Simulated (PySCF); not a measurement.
[Co(H2O)5(NH3)]3+ (charge 3, multiplicity 5), r2SCAN-D4/def2-TZVP // r2SCAN-D4/def2-SVP (PySCF 2.14.0). The run hit its time limit unfinished.

```python
import json, numpy as np
from pyscf import gto, dft
from fastk import lowrank_exchange
atoms = """
Co     0.074563     0.016901    -0.027874
O      1.214349    -1.660968     0.099156
H      0.853317    -2.571432     0.051685
H      2.188140    -1.765932     0.138906
O      0.939469     0.463583    -1.780488
H      1.597304    -0.081186    -2.264674
H      0.701990     1.203673    -2.380283
O     -1.111805     1.657647    -0.202262
H     -2.083442     1.617308    -0.328310
H     -0.878401     2.608085    -0.258267
O     -1.356852    -1.077796    -1.050656
H     -2.105741    -1.570757    -0.657560
H     -1.423442    -1.211406    -2.018271
O     -0.902295    -0.515079     1.660844
H     -0.675851    -1.261806     2.255718
H     -1.574713     0.016253     2.138572
N      1.468177     1.100051     1.138556
H      1.967348     0.507011     1.819386
H      1.027072     1.844221     1.700698
H      2.195531     1.560721     0.568866
"""
def scf(charge, spin, dm0=None):
    mol = gto.M(atom=atoms, basis='def2-tzvp', ecp={}, charge=charge, spin=spin, verbose=4, max_memory=5040)
    mf = dft.KS(mol, xc='r2scan').density_fit(auxbasis="def2-universal-jkfit")
    mf.disp = 'd4'
    mf.grids.level = 4
    mf.conv_tol = 1e-8
    mf.max_cycle = 120
    mf.level_shift = 0.25
    mf.kernel(dm0)
    if not mf.converged:
        mf = mf.newton().run(mf.mo_coeff, mf.mo_occ).undo_soscf()
    return mf
mf = scf(3, 4)
lowrank_exchange(mf)  # same exchange matrices as the stock routine, built faster for response steps
mo, _, stable, _ = mf.stability(return_status=True)
if not stable:
    mf.kernel(mf.make_rdm1(mo, mf.mo_occ))
e, occ = np.ravel(mf.mo_energy), np.ravel(mf.mo_occ)
ev = 27.211386245988
occupied, empty = np.sort(e[occ > 0]) * ev, np.sort(e[occ == 0]) * ev
print("highest occupied levels (eV):", np.round(occupied[-6:], 3))
print("lowest empty levels (eV):", np.round(empty[:6], 3))
res = dict(converged=bool(mf.converged), energy=mf.e_tot, dispersion=float(mf.get_dispersion()) if mf.do_disp() else 0.0, nlc=bool(mf.do_nlc()), nao=mf.mol.nao, cycles=mf.cycles,
           occupied=occupied[-8:].tolist(), empty=empty[:8].tolist(), dipole=mf.dip_moment().tolist(), s2=float(mf.spin_square()[0]),
           mulliken=mf.mulliken_pop(verbose=3)[1].tolist(), meta_lowdin=mf.mulliken_meta(verbose=3)[1].tolist())
res["spin_pop"] = mf.mulliken_spin_pop(verbose=3)[1].tolist()
json.dump(res, open("result.json", "w"))
```

The last lines of the output:

```
  alpha nocc = 44  HOMO = -0.789339460700935  LUMO = -0.219938491128843
  beta  nocc = 40  HOMO = -0.781124224362104  LUMO = -0.487292795600008
  HOMO = -0.781124224362  LUMO = -0.4872927956  gap/eV = 7.99556
cycle= 78 E= -1820.3871811125  delta_E= 1.18e-08  |g|= 0.000382  |ddm|= 0.0002
  alpha nocc = 44  HOMO = -0.789323465603398  LUMO = -0.219935909943068
  beta  nocc = 40  HOMO = -0.781112790284444  LUMO = -0.48729489789777
  HOMO = -0.781112790284  LUMO = -0.487294897898  gap/eV = 7.99519
cycle= 79 E= -1820.38718111638  delta_E= -3.88e-09  |g|= 0.000337  |ddm|= 0.000205
  alpha nocc = 44  HOMO = -0.789368630655301  LUMO = -0.219939602303356
  beta  nocc = 40  HOMO = -0.781142311371555  LUMO = -0.48731047507171
  HOMO = -0.781142311372  LUMO = -0.487310475072  gap/eV = 7.99557
cycle= 80 E= -1820.3871810517  delta_E= 6.47e-08  |g|= 0.000498  |ddm|= 0.000342
  alpha nocc = 44  HOMO = -0.789320196367951  LUMO = -0.219944971373451
  beta  nocc = 40  HOMO = -0.781103530922602  LUMO = -0.487325618334831
  HOMO = -0.781103530923  LUMO = -0.487325618335  gap/eV = 7.99410
cycle= 81 E= -1820.38718112665  delta_E= -7.5e-08  |g|= 0.000329  |ddm|= 0.000489
  alpha nocc = 44  HOMO = -0.789315982844885  LUMO = -0.219943699461957
  beta  nocc = 40  HOMO = -0.781123033833224  LUMO = -0.487326560005297
  HOMO = -0.781123033833  LUMO = -0.487326560005  gap/eV = 7.99461
cycle= 82 E= -1820.3871811631  delta_E= -3.64e-08  |g|= 0.000163  |ddm|= 0.000201
  alpha nocc = 44  HOMO = -0.789320484519274  LUMO = -0.219944082830438
  beta  nocc = 40  HOMO = -0.781136106921471  LUMO = -0.487330748074693
  HOMO = -0.781136106921  LUMO = -0.487330748075  gap/eV = 7.99485
cycle= 83 E= -1820.38718117718  delta_E= -1.41e-08  |g|= 5.97e-05  |ddm|= 0.000117
  alpha nocc = 44  HOMO = -0.789320159471172  LUMO = -0.219943282087847
  beta  nocc = 40  HOMO = -0.781134717760863  LUMO = -0.487328353224975
  HOMO = -0.781134717761  LUMO = -0.487328353225  gap/eV = 7.99488
cycle= 84 E= -1820.38718118283  delta_E= -5.65e-09  |g|= 4.11e-05  |ddm|= 8.64e-05
  alpha nocc = 44  HOMO = -0.789321397487702  LUMO = -0.469944572482433
  beta  nocc = 40  HOMO = -0.781142722573037  LUMO = -0.737332393413692
  HOMO = -0.781142722573  LUMO = -0.737332393414  gap/eV = 1.19214
Extra cycle  E= -1820.38718119289  delta_E= -1.01e-08  |g|= 0.000125  |ddm|= 0.00036
converged SCF energy = -1820.38718119289  <S^2> = 6.0062738  2S+1 = 5.0025089
```
